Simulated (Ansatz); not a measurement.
A made-up structure of ZnAlBH4, singlet:

```
7
angstrom
Al -0.6597 0.7988 -0.7967
B -0.2351 0.0429 0.8093
Zn 1.1115 -1.1762 0.5758
H -1.7875 0.0021 -1.6983
H 0.2192 2.1248 -1.2323
H -0.7729 0.2959 1.9641
H 2.1245 -2.0883 0.3782
```

It is relaxed with PBE-D4/def2-SVP and then PBE0-D4/def2-TZVP (Ansatz 0.2.0). Atoms count as bonded within 1.22 times the sum of their covalent radii (H–H: 0.88 Å). The end point is not checked to be a true minimum.

**Question.** Does its bonding change? (Judge from chemistry; the calculation decides.)

**Answer.** Computed: No: no bond forms or breaks.

Where it ends: The first stage lowers the energy by 1.34 eV in 8 steps. It ends as ZnAlBH₄ ([AlH2][BH][ZnH]):
Al1  (-0.842, 1.000, -0.930)
B2  (-0.179, -0.004, 0.783)
Zn3  (1.333, -1.432, 0.787)
H4  (-1.985, 0.375, -1.851)
H5  (-0.129, 2.342, -1.417)
H6  (-0.664, 0.218, 1.862)
H7  (2.467, -2.499, 0.767)
(Å)

Labels in which every atom is bracketed show which atoms are joined, not bond orders.

For scale, one of the runs: PBE0-D4/def2-TZVP relaxation, 140 basis functions, launched by `ansatz run in.yaml --threads 2 --pin off --events-out ev --progress --plain --max-ram 4352MiB`. Hardware: 2 CPU threads of an Arm Neoverse V1, shared host. Wall time about 33 s.
